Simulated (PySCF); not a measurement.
Molecule: SMILES FBP[SiH3], BFH₅PSi.

Atoms are numbered as in `[F:1][BH:2][PH:3][SiH3:4]` (H(Xn): hydrogen on atom n).

Geometry PBE0-D3(BJ)/def2-SVP throughout; GIAO in PySCF 2.14, gas phase, one conformer, non-relativistic; equivalent atoms averaged; functional PBE0.

(1) How do the shifts δ (against CFCl3, BF3·OEt2, H3PO4, TMS at the same level) depend on the basis set? (ppm; last column core-seconds on shared hosts with different chips, so compare them loosely)

(2) Which nucleus moves most, in ppm?

(3) Taking the largest basis, pcSseg-2 (228 functions), as the yardstick, rank the others by their worst heavy-atom deviation.

Results:

(1) 
```tsv
basis set	functions	F1	B2	P3	Si4	H(B2)	H(Si4)	H(P3)	core-s
STO-3G	33	119.8	66.4	-164.6	-64.2	6.31	1.75	0.60	1.5
6-31G	54	22.6	63.4	-243.5	-57.9	7.44	3.94	1.76	2.9
pcSseg-0	54	50.8	73.0	-336.5	-123.3	7.52	4.05	1.67	3.2
6-31G*	74	20.4	61.5	-206.6	-48.3	6.87	4.35	1.89	3.6
def2-SVP	89	34.2	63.9	-219.3	-78.0	6.55	4.18	1.81	3.8
cc-pVDZ	89	26.8	64.0	-206.3	-71.0	6.70	4.16	1.79	5.1
pcSseg-1	107	17.0	66.5	-237.5	-81.0	6.60	4.19	2.05	6.7
aug-cc-pVDZ	145	8.7	61.7	-225.0	-80.3	7.08	4.36	2.12	9.6
6-311+G(2d,p)	154	3.0	64.5	-241.6	-81.5	6.89	4.48	2.25	8.4
def2-TZVP	166	12.0	65.6	-247.9	-83.9	6.90	4.47	2.22	9.6
cc-pVTZ	198	14.2	64.6	-240.0	-77.9	6.74	4.25	2.06	15
IGLO-III	208	9.4	68.5	-238.3	-84.4	6.86	4.36	2.17	20
pcSseg-2	228	10.7	68.2	-242.6	-83.7	6.74	4.20	2.16	26
```

(2) P3 (phosphorus bonded to B, Si, H): from -336.5 ppm with pcSseg-0 to -164.6 ppm with STO-3G. The smallest spread is 1.21 ppm, at H(B2).

(3) IGLO-III 4.3 ppm (208 functions), def2-TZVP 5.3 ppm (166 functions), cc-pVTZ 5.9 ppm (198 functions), pcSseg-1 6.4 ppm (107 functions), 6-311+G(2d,p) 7.7 ppm (154 functions), aug-cc-pVDZ 17.6 ppm (145 functions), def2-SVP 23.5 ppm (89 functions), 6-31G 25.8 ppm (54 functions), 6-31G* 36.0 ppm (74 functions), cc-pVDZ 36.3 ppm (89 functions), pcSseg-0 93.9 ppm (54 functions), STO-3G 109.2 ppm (33 functions).

A small basis that lands close on one nucleus may do so by chance; judge by the trend and by all nuclei.
